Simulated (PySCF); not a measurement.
# Excitation energy of Lu(2+) by level of theory

Lu(2+) [Xe] 4f14 6s1 (2S) → Lu(2+) [Xe] 4f14 5d1 (2D), as a difference of total energies. Computed with PySCF 2.14 in x2c-TZVPPall, with scalar relativity by spin-free X2C-1e. Correlated levels: valence: [Kr] 4d10 frozen. The calculations carry no spin-orbit coupling.

```
           method  excitation energy (eV)
              UHF                   1.004
    MP2 (valence)                   1.376
SCS-MP2 (valence)                   1.335
   CCSD (valence)                   1.283
CCSD(T) (valence)                   1.285
```

Q: How much does correlation contribute at CCSD(T) (valence)?

A: 1.285 − (1.004) = 0.281 eV, measured against UHF.

A first-order spin-orbit estimate (lowest level to lowest level, LS coupling) adds -0.257 eV.
